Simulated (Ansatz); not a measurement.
Input file for Ansatz (a quantum-chemistry and plane-wave program): R-wB97M-V/def2-TZVPP on CH6Ge (SMILES [CH3][GeH3]), a point of a torsion scan.

Ansatz 0.2 input:
```yaml
crystal:
  periodic: [false, false, false]
  atoms:
    - {symbol: C, position_ang: [-1.03942012, -0.08147127, 0.00520380]}
    - {symbol: Ge, position_ang: [0.91768535, 0.06400210, -0.01274859]}
    - {symbol: H, position_ang: [-1.46527915, 0.54240144, 0.78682955]}
    - {symbol: H, position_ang: [-1.34455259, -1.10692167, 0.20064236]}
    - {symbol: H, position_ang: [-1.46370519, 0.22042254, -0.94831944]}
    - {symbol: H, position_ang: [1.45997973, 0.34358105, 1.35112257]}
    - {symbol: H, position_ang: [1.37132875, 1.18554537, -0.89078740]}
    - {symbol: H, position_ang: [1.56504083, -1.18358202, -0.51773367]}
basis:
  gaussian:
    orbitals: def2-TZVPP
hamiltonian:
  xc: {name: wB97M-V}
scf: {lower_state_search: off}
```

**Question.** Predict the final total energy.

**Answer.** -2118.5647 hartree.

**Question.** How many basis functions does it have, and what does it roughly cost on one machine?

**Answer.** 163 functions; about 6 core-seconds (a rough figure).
